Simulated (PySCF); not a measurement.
(Z)-2,3-difluorobut-2-ene (C4H6F2), SMILES C/C(F)=C(\C)F. Coordinates come from a B3LYP-D3(BJ)/def2-SVP optimisation.

Level of theory: B3LYP-D3(BJ)/def2-SVP run with PySCF.

Harmonic wavenumbers (cm⁻¹): 159, 160, 188, 249, 340, 365, 414, 557, 560, 728, 956, 997, 1047, 1053, 1161, 1257, 1297, 1410, 1414, 1439, 1442, 1459, 1460, 1821, 3028, 3030, 3091, 3091, 3154, 3166. Rotational constants (GHz): 4.928, 3.089, 1.945; symmetry number 2.

Question: Work out the zero-point energy and the ideal-gas rigid-rotor harmonic-oscillator thermochemistry at 298.15 K and 1 atm.

Answer: ZPE = ½ Σ hcν = ½ × 40491 cm⁻¹ = 57.88 kcal/mol. H − E(el) = 62.78 kcal/mol. Entropy in cal/(mol K): translation 39.47, rotation 25.41, vibration 14.21, total 79.09. G − E(el) = 39.20 kcal/mol. Cp = 25.55 cal/(mol K).
